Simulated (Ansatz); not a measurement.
C3H6FNSi can be A, `C[Si](C)(F)C#N`, or B, `C=N/C(F)=C/[SiH3]`.

Gas-phase electronic energies from Ansatz, PBE0-D4/def2-TZVP geometries. CBS: MP2 limit from def2 TZ/QZ plus the TZ coupled-cluster correction, frozen cores. DFT in def2-TZVPP. B3LYP here is the variant with VWN-RPA as its local correlation; programs differ in this. One conformer a species, not always the lowest.

**Question.** Which isomer does CCSD(T)/CBS put lower? Give the gap. (Best estimate.)

**Answer.** The calculation gave: A, by 100.0 kcal/mol.

**Question.** Give E(B) − E(A) in kcal/mol with r2SCAN-D4, B2PLYP, PBE0-D4, MP2/def2-TZVPP, ωB97M-V, CCSD/def2-TZVPP, B3LYP. (An estimate is asked.)

**Answer.** The calculation gave: r2SCAN-D4 93.4, B2PLYP 98.1, PBE0-D4 91.4, MP2/def2-TZVPP 105.4, ωB97M-V 98.0, CCSD/def2-TZVPP 100.6, B3LYP 92.6. None reverses the order clearly.

Largest T1 diagnostic: 0.014.

From PBE to PBE0 (25 % exact exchange), in def2-TZVPP and without D4, E(B) − E(A) moves by +3.9 kcal/mol.
